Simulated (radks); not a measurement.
The numbers below are computed, except where a source is named.
Spin polarisation of the 5p3 shell in the tellurium ion Te+. Start: [Kr] 4d10 5s2 5p(up 1.5, down 1.5); electrons of 5p are moved from spin down to spin up, other shells keep equal spins. Code: a radial shooting solver on a logarithmic mesh with Libxc functionals. Model: non-relativistic Kohn-Sham, r2SCAN, spin-polarised, spherical densities, point nucleus; meta-GGA in the generalised Kohn-Sham scheme.

moment (Bohr magnetons)	E - E(0) (eV)	e(5p up) (eV)	e(5p down) (eV)	5s down minus up (eV)
0	0.000	-13.881	-13.881	0.000
0.75	-0.138	-14.222	-13.486	0.755
1.5	-0.555	-14.516	-13.021	1.522
2.25	-1.265	-14.766	-12.463	2.307
3	-2.302	-14.975	-11.693	3.116

At moment 3 the spin-polarisation energy is -2.302 eV and the 5p exchange splitting 3.282 eV, that is 1.094 eV per Bohr magneton; E = -I m^2/4 would give I = 1.023 eV.
